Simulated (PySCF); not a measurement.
Level of theory: ωB97X-D3(BJ)/def2-TZVP // PBE0-D3(BJ)/def2-TZVP run with PySCF. Isolated molecules, 0 K electronic values unless said otherwise. Delta-SCF ions had no search for a lower state. Excitations are Tamm–Dancoff values on a coarser integration grid. The basis has no diffuse functions, so Rydberg states are missing or too high.

Reference species (SMILES): `[SiH](=[SiH2])N` (neutral, multiplicity 1).

```yaml
HOMO: -7.74 eV
T1 excitation (TDA): 1.89 eV
HOMO–LUMO gap: 7.84 eV
vertical ionisation energy (Delta-SCF): 7.61 eV
```

Changed species: `[SiH2]=N[SiH3]`.

Q: What does the change do to the HOMO, T1 excitation (TDA), HOMO–LUMO gap and vertical ionisation energy (Delta-SCF)?

A: the HOMO falls by 2.02 eV, to -9.76 eV; the T1 excitation (TDA) goes up by 1.73 eV, to 3.62 eV; the HOMO–LUMO gap rises by 1.87 eV, to 9.71 eV; the vertical ionisation energy (Delta-SCF) goes up by 1.84 eV, to 9.45 eV.
